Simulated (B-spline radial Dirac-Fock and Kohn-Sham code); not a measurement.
Relativistic shifts of the levels of Tl²⁺

System: the Tl²⁺ ion, 1s2 2s2 2p6 3s2 3p6 3d10 4s2 4p6 4d10 4f14 5s2 5p6 5d10 6s1.

Both columns are ΔSCF binding energies of the configuration average from a radial atomic solver: non-relativistic Hartree-Fock with a point nucleus, and Dirac-Fock with a finite nucleus and the Coulomb interaction alone, averaged over the two j levels with weights 2j+1.

| shell | Hartree-Fock (eV) | Dirac-Fock (eV) | shift (eV) | shift (%) |
| --- | --- | --- | --- | --- |
| 1s | 77528.9 | 86024.9 | +8495.98 | +10.96 |
| 2s | 13150.8 | 15439.8 | +2289.04 | +17.41 |
| 2p | 12634.5 | 13408.1 | +773.58 | +6.12 |
| 3s | 3175.7 | 3750.7 | +575.06 | +18.11 |
| 3p | 2931.0 | 3148.9 | +217.87 | +7.43 |
| 3d | 2479.3 | 2457.8 | -21.55 | -0.87 |
| 4s | 736.1 | 882.6 | +146.47 | +19.90 |
| 4p | 628.4 | 680.6 | +52.23 | +8.31 |
| 4d | 430.8 | 423.8 | -7.02 | -1.63 |
| 4f | 162.3 | 144.6 | -17.68 | -10.89 |
| 5p | 101.8 | 109.3 | +7.44 | +7.31 |
| 5d | 41.05 | 38.75 | -2.30 | -5.60 |
| 6s | 24.51 | 28.18 | +3.66 | +14.95 |

Relativity binds 1s, 2s, 2p, 3s, 3p, 4s, 4p, 5p, 6s more strongly, among those listed most of all 4s in relative terms, and 3d, 4d, 4f, 5d more weakly, because the contracted s and p shells screen the nucleus better.

Values without a named source are computed, but for edge energies of neutral atoms, which are taken from tables.
